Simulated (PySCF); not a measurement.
**Radial density of C⁺ (carbon, charge +1)**

UHF, [He] 2s2 2p1, 2P determinant. All numbers are calculated (PySCF 2.14, the non-relativistic Hamiltonian (point nucleus), in cc-pVDZ).

| r (bohr) | 4πr²ρ (e/bohr) | 4πr²(ρα − ρβ) |
| --- | --- | --- |
| 0.00555 | 0.04618 | 0.0000 |
| 0.00933 | 0.1255 | 0.0001 |
| 0.0157 | 0.3277 | 0.0002 |
| 0.0264 | 0.8175 | 0.0005 |
| 0.0444 | 1.865 | 0.0013 |
| 0.0747 | 3.693 | 0.0033 |
| 0.126 | 5.741 | 0.0092 |
| 0.211 | 6.018 | 0.0345 |
| 0.355 | 3.383 | 0.1325 |
| 0.598 | 1.384 | 0.3772 |
| 1.01 | 2.009 | 0.6587 |
| 1.69 | 1.474 | 0.4520 |
| 2.85 | 0.2322 | 0.0694 |
| 4.79 | 0.006390 | 0.0034 |
